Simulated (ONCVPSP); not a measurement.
# silver (Ag): variants of one ONCV potential

Base potential:

ONCVPSP 4.0.1 input, shortened (lines: element, Z, core and valence counts, functional; n l f; lmax; l rc ep ncon nbas qcut; lloc lpopt rc5 dvloc0; l nproj debl; icmod fcfact rcfact), LDA (Perdew-Wang 92), scalar-relativistic:

```
  Ag 47.00    8    2  -001012      upf
    1    0    2.00
    2    0    2.00
    2    1    6.00
    3    0    2.00
    3    1    6.00
    3    2   10.00
    4    0    2.00
    4    1    6.00
    4    2   10.00
    5    0    1.00
    2
    0    2.65    0.00    3    6    2.70
    1    2.05    0.24    3    7    4.70
    2    1.20    0.00    4    7    7.70
    4    5    0.80   -1.00
    0    3    3.60
    1    3    0.40
    2    2    3.50
    3    4.75    1.45
```

Cutoffs, loose and tight: the cutoffs (Ha) at which the residual kinetic energy of the hardest occupied pseudo-wave falls to 1 and 0.1 mHa per electron. They do not see the model core or the augmentation charge, which bear on the density cutoff. Test errors are all-electron minus pseudo excitation energies from the reference, over the configurations 4d10 5s0; 4d9 5s0; 4d8 5s0; 4d10 5s0 5p1. A dash means not determined; rows that change the core or the reference have their own tests.

A true bound ghost makes a file unfit for plane-wave use even where its test errors are small: the radial tests pick states by their node count and pass the ghost by.

| change | outcome | cutoff, loose | cutoff, tight | bound ghosts | GHOST(+) flags above zero | largest test error (meV) |
| --- | --- | --- | --- | --- | --- | --- |
| base | generated | 36 Ha | 105 Ha | s, p | s, p | -286 |
| d: rc 0.8 | generated | 264 Ha | 352 Ha | s, p, d | s, p, d | -270 |
| d: rc 0.9 | generated | 174 Ha | 216 Ha | s, p | s, p, d | -280 |
| d: rc 1.04 | generated | 55 Ha | 143 Ha | s, p | s, p | -286 |
| d: rc 1.16 | generated | 42 Ha | 112 Ha | s, p | s, p | -286 |
| d: rc 1.24 | generated | 35 Ha | 98 Ha | s, p | s, p | -286 |
| d: rc 1.34 | generated | 31 Ha | 84 Ha | s, p | s, p | -283 |
| d: rc 1.62 | generated | 26 Ha | 38 Ha | s, p | s, p | -266 |

(1) What comes out with this change to the base: d: rc 1.54?

(2) What comes out with this change to the base: d: rc 1.72?

(3) What comes out with this change to the base: d: rc 1.44?

Results:

(1) outcome: generated; cutoff, loose: 27 Ha; cutoff, tight: 55 Ha; bound ghosts: s, p; GHOST(+) flags above zero: s, p, d; largest test error (meV): -275.

(2) outcome: generated; cutoff, loose: 25 Ha; cutoff, tight: 30 Ha; bound ghosts: s, p; GHOST(+) flags above zero: s, p; largest test error (meV): -256.

(3) outcome: generated; cutoff, loose: 29 Ha; cutoff, tight: 71 Ha; bound ghosts: s, p; GHOST(+) flags above zero: s, p, d; largest test error (meV): -278.

Reading the sweep of the d radius (base included, trends over the rows without a ghost): Bound ghosts are found at 0.8, 0.9, 1.04, 1.16, 1.2, 1.24, 1.34, 1.44, 1.54, 1.62, 1.72 bohr. Every judged row has one, so this setting neither creates nor removes them.
